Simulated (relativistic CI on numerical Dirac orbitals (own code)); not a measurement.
## Fe3+ in a cubic cluster: 2p photoemission with charge transfer

Computed with a charge-transfer multiplet model of a cubic metal-ligand cluster with up to one ligand hole, Slater and spin-orbit integrals from Dirac-Coulomb-Breit ions, Slater integrals scaled by 0.8. The ground state mixes d5 with configurations of k ligand holes L, whose averages lie at kΔ + k(k − 1)U_dd/2; a core hole lowers each added d electron by U_cd. 20 K, Lorentzian 0.6 eV and Gaussian 0.8 eV FWHM.

Atomic integrals in eV (Slater integrals scaled, ζ unscaled), ground: F2dd 9.587, F4dd 5.993, zeta_d 0.056; with the core hole: F2dd 10.973, F4dd 6.899, zeta_d 0.083, zeta_core 8.126, F2cd 6.510, G1cd 4.989, G3cd 2.838.

Cluster parameters (eV): Δ = 2.7, U_dd = 6.3, U_cd = 7.5, 10Dq(ligand) = 0, V(eg) = 2.05, V(t2g) = -0.9, final-state hopping factor = 1.

| Case | n_d | d5 | d6L | S |
| --- | --- | --- | --- | --- |
| 10Dq = 0 eV | 5.19 | 0.81 | 0.19 | 2.50 |
| 10Dq = 0.6 eV | 5.18 | 0.82 | 0.18 | 2.50 |
| 10Dq = 0.9 eV | 5.18 | 0.82 | 0.18 | 2.50 |

Weights, n_d and S are thermal averages at 20 K. Binding energies count from the first peak over 30 % of the highest in each spectrum, which can be another peak from case to case. The parameters are a model scan and need not match a compound or its usual spin state. Peaks in eV (height, largest 100):
- 10Dq = 0 eV: 0.0 (100), 1.1 (78), 5.2 (19), 6.9 (37), 7.9 (28), 14.0 (48), 15.2 (48), 17.8 (11), 21.0 (14), 22.4 (15)
- 10Dq = 0.6 eV: 0.0 (100), 1.1 (76), 5.0 (18), 6.9 (37), 14.0 (48), 15.2 (47), 20.9 (14), 22.3 (15)
- 10Dq = 0.9 eV: 0.0 (100), 1.1 (76), 4.9 (18), 6.9 (36), 14.1 (47), 15.3 (47), 21.0 (14), 22.4 (15)

For the case 10Dq = 0.9 eV, Δ = 2.7 eV is smaller than U_dd = 6.3 eV, the charge-transfer side of the Zaanen-Sawatzky-Allen scheme. With the core hole the average of the configuration with one ligand hole lies at Δ − U_cd = -4.8 eV before mixing: it lies below the unscreened one, so the lowest final states are mostly screened and the unscreened weight appears at higher binding energy as a satellite.

With at most 1 ligand hole the space is cut while the next configuration still counts, so covalency is underestimated, and a final configuration with one more ligand hole, which can lie low, is missing from the spectra.
